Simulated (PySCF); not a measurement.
## How methods differ on the ionisation energy of Ho(58+)

Ho(58+) [He] 2s2 2p5 (2P) → Ho(59+) [He] 2s2 2p4 (3P), as a difference of total energies. Calculation: PySCF 2.14, in an even-tempered Gaussian basis (19 s from 34 bohr⁻², ratio 2.2; 13 p from 44 bohr⁻², ratio 2.2; 5 d from 180 bohr⁻², ratio 2.4; 5 f from 270 bohr⁻², ratio 2.4; 4 g from 400 bohr⁻², ratio 2.4); scalar relativity by spin-free X2C-1e. Correlated levels: nothing frozen; virtual orbitals above 40 to 60 times the deepest correlated orbital energy dropped. The calculations carry no spin-orbit coupling.

```json
{"method": "UHF", "ionisation energy (eV)": "13076.1"}
{"method": "LDA", "ionisation energy (eV)": "13070.7"}
{"method": "PBE", "ionisation energy (eV)": "13075.1"}
{"method": "PBE0", "ionisation energy (eV)": "13075.8"}
{"method": "r2SCAN", "ionisation energy (eV)": "13080.3"}
{"method": "B2PLYP", "ionisation energy (eV)": "13077.2"}
{"method": "M06-2X", "ionisation energy (eV)": "13076.5"}
{"method": "MP2 (all electrons)", "ionisation energy (eV)": "13077.9"}
{"method": "SCS-MP2 (all electrons)", "ionisation energy (eV)": "13077.9"}
```

Spin-orbit coupling is strong in these open shells (close to jj coupling). The scalar numbers leave it out and a first-order estimate fails, so it can dominate the gap to the real levels.

For this ion Breit and QED terms and the two-electron picture change, all absent here, outweigh the differences among the correlated methods.

For comparison: 12790 ± 6 eV (theoretical estimate listed by NIST; NIST Atomic Spectra Database, ionization energies).
